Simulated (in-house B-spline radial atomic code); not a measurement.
LDA VWN5 excitations of the tellurium ion Te⁴⁺

Method: LDA VWN5. Computed with a B-spline radial code for spherical atoms: linear response of the closed shell [Kr] 4d10 5s2 with the functional's adiabatic kernel; scalar-relativistic (spin-free one-electron X2C), finite nucleus, no spin-orbit coupling, no double excitations, S, P, D and F terms only; shells from n = 3 respond. Only terms of natural parity with L up to 3 were computed.

Command:
```bash
python run_td.py task.json out
```
Settings (radii: box in bohr, nucleus in fm):
```
Z                        52
electrons                48
configuration            [Kr] 4d10 5s2
hamiltonian              x2c
method                   lda,vwn
box_radius               19.1
rms_radius               4.7423
intervals                71
```

Cost of the run: 2.4 s on 1 thread of Arm Neoverse N1 (shared host).

The lowest states, in the order of their Tamm-Dancoff energies; the method's threshold (minus the highest occupied level) is 53.74 eV. Labels give the largest channel, * marks a mixed state, and oscillator strengths are full-response dipole values. Semilocal kernels can invert the small singlet-triplet splittings of Rydberg terms. Energies in eV:

```
     state  full response  Tamm-Dancoff  oscillator strength
5s → 5p 3P         10.729        10.793                    -
5s → 5p 1P         14.192        14.776                 1.57
5s → 5d 3D              ?             ?                    -
5s → 5d 1D         27.583        27.607                    -
5s → 6s 3S          30.25         30.25                    -
5s → 6s 1S              ?             ?                    -
5s → 4f 3F          31.92         31.94                    -
5s → 4f 1F          32.59         32.60                    -
5s → 6p 3P          34.38         34.38                    -
5s → 6p 1P          34.50         34.54               0.0574
```

Q: Where does 5s → 5d 3D lie?

A: At 26.776 eV in full response, 26.791 eV in Tamm-Dancoff.

Q: Where does 5s → 6s 1S lie?

A: At 30.78 eV in full response, 30.81 eV in Tamm-Dancoff.

Q: How large is the singlet-triplet splitting of 5s → 5p (P terms) in Tamm-Dancoff?

A: 3.98 eV, from the unrounded values.

Q: What polarisabilities and dispersion coefficient does the method give?

A: Dipole 7.421 bohr³, quadrupole 16.81 bohr⁵, C6 30.8 hartree·bohr⁶ for two such species.
